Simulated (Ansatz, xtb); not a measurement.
Species: GaBr$_{2}$, net charge -1, singlet state. SMILES of the parent species: [Ga]([Br])[Br]
Geometry from a B3LYP-D3(BJ)/def2-TZVP (Ansatz, a program for electronic structure) optimisation:
```
Ga
Br 1 2.6009
Br 1 2.6009 2 101.75
```
Charge -1, spin multiplicity 1.

Harmonic wavenumbers from GFN2-xTB (xtb, at its own minimum), cm⁻¹: 53, 158, 184.

Problem. Give the harmonic wavenumbers at B3LYP-D3(BJ)/def2-TZVP (Ansatz, finite differences of forces, unscaled).

Solution. 62, 164, 186 cm⁻¹. Zero-point energy 0.6 kcal/mol.

Problem. From these and the geometry, give the ideal-gas thermochemistry at 298.15 K and 1 atm (rigid rotor, harmonic oscillator).

Solution. Point group C2v, rotational symmetry number 2. Rotational constants 3.865, 0.7768, 0.6468 GHz. S(trans) 42.19, S(rot) 28.12, S(vib) 9.17, S(elec, spin only) 0.00, S 79.5 cal/(mol K). H(298) - H(0) 3.63 kcal/mol; G - E(el) -19.5 kcal/mol.
